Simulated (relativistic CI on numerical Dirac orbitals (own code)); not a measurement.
Sm56+: computed level list

Method of calculation: Dirac-Coulomb-Breit CI, separate exchange-only KLI orbitals for each configuration, model QED (radiative potential, 1s self-energy scaled to tabulated hydrogen-like ionisation energies), unscaled Slater integrals (own radial code, finite nucleus).

Configurations in the expansion (outside the closed core 1s2): 2s2 2p2, 2s 2p3, 2p4, 2p3 3s, 2p3 3p, 2p3 3d, 2s2 2p 3s, 2s2 2p 3p, 2s2 2p 3d, 2s 2p2 3s, 2s 2p2 3p, 2s 2p2 3d, 2s2 2p 4s, 2s2 2p 4p, 2s2 2p 4d, 2s2 2p 4f. Levels of other configurations are missing.

The lowest level is 2s2 2p2 3P_0, with 69 % of that term; Hund's rules for 2s2 2p2 give 3P with J = 0, in agreement.

```csv
No.,Configuration,Term,J,E (eV),%,Next component (%),Lifetime (s)
1,2s2 2p2,3P,0,0.00,69,31 1S,
2,2s2 2p2,3P,1,625.64,100,,6.44e-10
3,2s2 2p2,1D,2,643.01,64,36 3P,2.60e-07
4,2s 2p3,3P°,2,854.28,47,30 5S°,4.80e-11
5,2s 2p3,3D°,1,926.11,33,28 1P°,3.93e-13
6,2s2 2p2,3P,2,1284.80,64,35 1D,1.49e-10
7,2s2 2p2,1S,0,1333.93,68,31 3P,1.22e-10
8,2s 2p3,5S°,2,1457.73,49,47 3D°,1.78e-12
9,2s 2p3,3D°,3,1497.89,100,,1.88e-12
10,2s 2p3,3P°,0,1544.47,100,,4.88e-13
11,2s 2p3,3S°,1,1562.86,49,42 3D°,2.54e-13
12,2s 2p3,1D°,2,1573.24,74,21 3D°,2.59e-13
13,2s 2p3,3P°,1,1576.42,59,32 1P°,3.89e-13
14,2p4,3P,2,1816.94,68,31 1D,2.72e-13
15,2p4,1S,0,1869.85,62,37 3P,2.32e-13
16,2s 2p3,3P°,2,2168.05,51,17 3D°,5.17e-13
17,2s 2p3,1P°,1,2237.08,38,25 3S°,1.99e-13
18,2p4,3P,1,2454.11,100,,1.70e-13
19,2p4,1D,2,2472.12,69,31 3P,1.80e-13
20,2p4,3P,0,3136.30,63,37 1S,1.29e-13
21,2s2 2p 3s,3P°,0,6900.18,99,,1.01e-14
22,2s2 2p 3s,3P°,1,6903.45,67,32 1P°,8.06e-15
23,2s2 2p 3p,3D,1,6968.63,73,22 1P,7.17e-13
24,2s2 2p 3p,3P,0,7005.54,68,31 1S,2.69e-13
25,2s 2p2 3s,5P,1,7103.70,42,28 3S,1.08e-14
26,2s 2p2 3s,3P,0,7137.62,69,30 1S,1.10e-14
27,2s2 2p 3p,3D,2,7172.61,53,31 1D,4.72e-13
28,2s2 2p 3p,3P,1,7176.02,45,28 3S,1.64e-13
29,2s 2p2 3p,3P°,1,7180.46,32,22 5D°,3.00e-15
30,2s 2p2 3p,3P°,0,7181.47,49,45 5D°,2.69e-13
31,2s2 2p 3d,3F°,2,7226.15,75,20 1D°,7.79e-15
32,2s2 2p 3d,3D°,1,7250.16,50,31 1P°,1.08e-15
33,2s2 2p 3d,3P°,2,7289.29,47,35 3D°,1.34e-15
34,2s2 2p 3d,3F°,3,7292.97,47,31 1F°,1.41e-15
35,2s 2p2 3p,3P°,2,7380.79,33,21 5P°,7.03e-14
36,2s 2p2 3p,3D°,1,7385.64,33,25 3P°,3.52e-15
37,2s 2p2 3d,3D,1,7433.45,44,38 5F,9.31e-15
38,2s 2p2 3d,3D,2,7438.81,30,19 5F,6.82e-15
39,2s 2p2 3d,3D,3,7494.40,36,19 5D,1.41e-15
40,2s 2p2 3d,3F,2,7510.68,30,24 3D,1.46e-15
41,2s2 2p 3s,3P°,2,7557.91,98,1 2p3 3s 3P°,1.27e-14
42,2s2 2p 3s,1P°,1,7565.25,66,32 3P°,6.55e-15
43,2s2 2p 3p,3P,1,7640.14,50,26 3S,2.28e-13
44,2s2 2p 3p,3D,2,7642.61,45,32 1D,2.93e-13
45,2s 2p2 3s,5P,2,7702.38,85,8 3P,1.47e-14
```

Energies count from the lowest computed level; ° marks odd parity; lifetimes are radiative, by E1, M1, E2, M2 decay to levels of this space only.

The mean weight of the leading LS term, summed over parents, in these 45 levels is 60 %, and that of the leading jj configuration (from the same eigenvectors) 99 %, so jj coupling describes them better and the LS labels are nominal.

At this charge energies of transitions that change n are usually good to better than 1 %, and those within a shell (Δn = 0) to a few per cent.

LS names give the leading component of a level, which can be under half, so a name can repeat, a term be missing and a line seem to break the LS rules.
